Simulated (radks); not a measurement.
Charge is removed step by step from the 4f5/2 level of the promethium ion Pm4+, starting from [Xe] 4f(5/2: 3, 7/2: 0). All-electron calculation, Dirac Kohn-Sham, PBE, spin-unpolarised, spherical densities, finite nucleus; Fermi nuclear charge, rms radius 4.962 fm. Program: a radial shooting solver on a logarithmic mesh with Libxc functionals.

| removed (e) | E - E(0) (eV) | eigenvalue (eV) | E minus straight line (eV) |
|---|---|---|---|
| 0 | 0.000 | -51.060 | 0.000 |
| 0.25 | 13.409 | -56.237 | -1.999 |
| 0.5 | 28.130 | -61.547 | -2.687 |
| 0.75 | 44.194 | -66.985 | -2.031 |
| 1 | 61.633 | -72.549 | 0.000 |

Removing the whole electron costs 61.633 eV by Delta-SCF, against 51.060 eV from minus the eigenvalue at the starting occupation. Slater's transition state (half an electron removed) gives 61.547 eV. Integrating minus the eigenvalue over the occupation (Janak's theorem) gives 61.633 eV. The mean slope of the eigenvalue, de/dn, is 21.5 eV per electron.
